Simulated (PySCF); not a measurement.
Calculation: PySCF with PBE-D3(BJ)/def2-TZVP // B3LYP-D3(BJ)/def2-SVP. Gas-phase values, no solvent. One relaxed conformer stands for a flexible species; it need not be the lowest. Excitations are Tamm–Dancoff values on a coarser integration grid. The basis has no diffuse functions, so Rydberg states are missing or too high.

Reference species (SMILES): `Bc1ccc2ccccc2n1` (neutral, multiplicity 1).

```
Item                   Value
-------------------  -------
S1 excitation (TDA)  2.62 eV
S1–T1 gap (TDA)      0.39 eV
HOMO–LUMO gap        2.45 eV
T1 excitation (TDA)  2.23 eV
```

Changed species: `c12c(ccc(c1)B)nccc2`.

### Question
Give the shifts of the S1 excitation (TDA), S1–T1 gap (TDA), HOMO–LUMO gap and T1 excitation (TDA).

### Answer
the S1 excitation (TDA) rises by 0.29 eV, to 2.91 eV; the S1–T1 gap (TDA) decreases by 0.15 eV, to 0.24 eV; the HOMO–LUMO gap increases by 0.42 eV, to 2.87 eV; the T1 excitation (TDA) rises by 0.44 eV, to 2.67 eV.
